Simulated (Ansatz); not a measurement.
Molecule: sum formula BOF, net charge -1, doublet state. 
Structure (B3LYP-D3(BJ)/def2-TZVP (Ansatz, a quantum-chemistry and plane-wave program) minimum search):
```
B
O 1 1.2605
F 1 1.3985 2 131.08
```
Charge -1, spin multiplicity 2.

Basis-set convergence of Hartree-Fock and CCSD correlation energies (hartree) with Ansatz. Cores are frozen in the correlated levels unless marked. UHF or UKS for open shells. Spin-orbit coupling is left out. No relativistic terms. This anion needs diffuse functions, which these sets lack.

| basis | functions | E(HF) | E(corr, CCSD) |
|---|---|---|---|
| cc-pVDZ | 42 | -199.03942 | -0.45019 |
| cc-pVTZ | 90 | -199.11979 | -0.57837 |
| cc-pVQZ | 165 | (withheld) | (withheld) |

Fill in the missing entries.


- cc-pVQZ, E(HF): -199.14081
- cc-pVQZ, E(corr, CCSD): -0.62458
